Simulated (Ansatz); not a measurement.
The same path of Cl3H3NOTa + H2 (11 atoms, charge 0, multiplicity 1) was run twice with different band settings. Lost on the way: H10–H11. Made: Ta1–H10, O2–H11.

Method: RKS PBE-D4/def2-SVP in Ansatz 0.2.0.

Relaxed end points:

```xyz
11
Properties=species:S:1:pos:R:3
Ta -0.243 0.449 0.071
O 1.494 1.184 0.148
H 2.435 1.345 -0.022
N 0.152 -0.534 1.726
H -0.496 -1.189 2.172
H 1.043 -0.463 2.227
Cl 0.268 -0.517 -2.011
Cl -1.300 2.508 0.325
Cl -2.304 -0.710 0.062
H 2.121 -3.019 0.002
H 1.771 -2.631 -0.564
```

```xyz
11
Properties=species:S:1:pos:R:3
Ta -0.241 -0.317 -0.039
O 2.013 0.209 -0.444
H 2.247 1.044 0.015
N 0.113 -0.815 1.851
H 0.512 -1.671 2.244
H -0.313 -0.249 2.600
Cl -0.210 -0.870 -2.324
Cl -0.031 2.028 0.310
Cl -2.532 -0.669 0.113
H 0.761 -1.778 -0.056
H 2.621 -0.489 -0.133
```

Common settings: spring 5.0 eV/Å²; optimiser quadratic models (default); start path through a guess of the saddle point; force threshold 0.05 eV/Å; iteration limit 60; end points relaxed.

| run | movable images | climbing image |
| --- | --- | --- |
| 1 | 7 | yes |
| 2 | 6 | no |

What does each run give, and how far can it be trusted?

Run 1: converged after 27 iterations, highest image 1.448 eV above the first end. A vibrational analysis at the climbing image gives one clearly imaginary mode, 1020i cm⁻¹: a first-order saddle point.
Run 2: converged after 16 iterations, highest image 1.025 eV above the first end. No image climbed, so the highest image needn't sit at the top of the path.
The orbitals stay closed-shell, which can raise the energy where a bond breaks towards radicals; this wasn't checked here.
